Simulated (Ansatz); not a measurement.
A nudged elastic band was laid between two geometries of ClH3Si + H2O + H2O (11 atoms, charge 0, multiplicity 1).

The calculation used RKS PBE0/6-31G* in Ansatz.

| Item | Value |
| --- | --- |
| movable images | 7 |
| climbing image | yes |
| spring | 5.0 eV/Å² |
| optimiser | quadratic models (default) |
| start path | through a guess of the saddle point |
| force threshold | 0.03 eV/Å |
| iteration limit | 60 |
| end points | relaxed |

Image 0:

```xyz
11
Properties=species:S:1:pos:R:3
Si -0.478 0.003 -1.710
Cl 1.465 -0.517 -1.110
H -0.533 -0.595 -3.077
H -1.492 -0.693 -0.890
H -0.620 1.465 -1.873
H -0.173 0.525 1.360
O -0.571 1.134 0.700
H 1.330 -0.955 1.379
O 0.808 -0.747 2.170
H -0.007 1.917 0.731
H 0.271 -1.537 2.319
```

Image 8:

```xyz
11
Properties=species:S:1:pos:R:3
Si -1.213 0.426 -1.583
Cl 2.844 0.077 0.700
H -1.008 -0.200 -2.918
H -2.582 0.135 -1.092
H -1.019 1.897 -1.710
H -0.120 -0.304 1.364
O -0.186 -0.241 -0.439
H 1.802 -0.092 1.555
O 0.381 -0.330 2.211
H 0.768 -0.120 -0.592
H 0.333 -1.250 2.505
```

What changes between the two ends?

Bonds broken: Si1–Cl2, H6–O7, H8–O9. Bonds formed: Si1–O7, Cl2–H8, H6–O9. ClH3Si + H2O + H2O becomes ClH + H2O + H4OSi.

What energy profile does the band end with?

It converged. The highest image is number 3 of 0 to 8, 0.57 eV above the first end and 0.66 eV above the last; the last end lies 0.09 eV below the first. A vibrational analysis at the climbing image gives one clearly imaginary mode, 189i cm⁻¹: a first-order saddle point. The orbitals stay closed-shell, which can raise the energy where a bond breaks towards radicals; this wasn't checked here.

```
image  path coordinate (Å)  energy (eV)  Si1–Cl2 (Å)  H6–O7 (Å)  H8–O9 (Å)
    0                 0.00         0.00         2.10       0.98       0.97
    1                 1.01         0.02         2.11       0.98       0.97
    2                 2.02         0.34         2.18       0.99       0.97
    3                 3.03         0.57         2.44       1.01       0.98
    4                 4.18         0.28         3.11       1.64       1.42
    5                 5.33        -0.04         4.01       1.84       1.60
    6                 6.48        -0.07         4.50       1.83       1.59
    7                 7.64        -0.08         4.72       1.82       1.59
    8                 8.79        -0.09         4.67       1.81       1.58
```

What is the geometry of the highest image?


```xyz
11
Properties=species:S:1:pos:R:3:forces:R:3
Si -0.597 0.179 -1.187 -0.02 -0.01 0.01
Cl 1.808 0.402 -0.858 0.00 0.00 -0.01
H -0.236 -1.209 -1.581 0.01 0.00 0.00
H -2.039 -0.030 -0.816 0.00 0.00 0.00
H -0.598 1.218 -2.236 0.01 0.00 0.00
H -0.309 0.357 1.171 0.02 -0.02 0.00
O -0.486 1.092 0.495 0.00 0.02 -0.02
H 1.296 -0.856 1.106 0.00 0.00 0.00
O 0.560 -0.902 1.752 0.00 0.00 0.01
H 0.381 1.554 0.455 -0.01 0.00 0.01
H 0.220 -1.805 1.700 -0.01 0.01 0.00
```

What are the harmonic wavenumbers there?

189i, 80, 138, 196, 274, 298, 357, 387, 479, 586, 645, 707, 757, 868, 975, 1027, 1126, 1149, 1705, 1772, 2166, 2246, 2328, 3038, 3567, 3614, 3866 cm⁻¹.

The band took 34 iterations and roughly 17 core-minutes.

Run time: 9.5 min on 2 threads of Arm Neoverse V1, with other jobs on the host, peak memory 0.18 GiB.
